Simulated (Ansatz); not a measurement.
CH₅GeO (`C[O][GeH2]`) radical at its PBE0-D4/def2-TZVP geometry, where that method's forces vanish. Charge 0, multiplicity 2.

| atom | x (Å) | y (Å) | z (Å) |
| --- | --- | --- | --- |
| C1 | -1.158 | -0.253 | 0.095 |
| O2 | 0.150 | -0.768 | 0.053 |
| Ge3 | 1.489 | 0.242 | -0.547 |
| H4 | -1.619 | -0.238 | -0.899 |
| H5 | -1.192 | 0.764 | 0.508 |
| H6 | -1.756 | -0.903 | 0.739 |
| H7 | 1.330 | 1.651 | 0.100 |
| H8 | 2.755 | -0.494 | -0.049 |

Q: For each bond, give half the difference of the two atoms' forces along it (eV/Å; positive pushes the atoms apart) under PBE-D4, r2SCAN-D4, B3LYP-D4, ωB97M-V in def2-TZVPP. (Best estimate.)

A: Ansatz gave: 
```json
{"bond": "C1–O2", "length (Å)": "1.407", "PBE-D4": "0.24", "r2SCAN-D4": "0.31", "B3LYP-D4": "0.26", "ωB97M-V": "0.27"}
{"bond": "C1–H4", "length (Å)": "1.096", "PBE-D4": "0.08", "r2SCAN-D4": "-0.07", "B3LYP-D4": "-0.09", "ωB97M-V": "-0.11"}
{"bond": "C1–H5", "length (Å)": "1.098", "PBE-D4": "0.05", "r2SCAN-D4": "-0.07", "B3LYP-D4": "-0.08", "ωB97M-V": "-0.09"}
{"bond": "C1–H6", "length (Å)": "1.093", "PBE-D4": "0.09", "r2SCAN-D4": "-0.06", "B3LYP-D4": "-0.12", "ωB97M-V": "-0.12"}
{"bond": "O2–Ge3", "length (Å)": "1.781", "PBE-D4": "0.47", "r2SCAN-D4": "0.06", "B3LYP-D4": "0.23", "ωB97M-V": "0.02"}
{"bond": "Ge3–H7", "length (Å)": "1.558", "PBE-D4": "0.09", "r2SCAN-D4": "-0.04", "B3LYP-D4": "0.03", "ωB97M-V": "-0.07"}
{"bond": "Ge3–H8", "length (Å)": "1.547", "PBE-D4": "0.10", "r2SCAN-D4": "-0.04", "B3LYP-D4": "-0.01", "ωB97M-V": "-0.09"}
```

B3LYP here is the variant with VWN-RPA as its local correlation; programs differ in this.
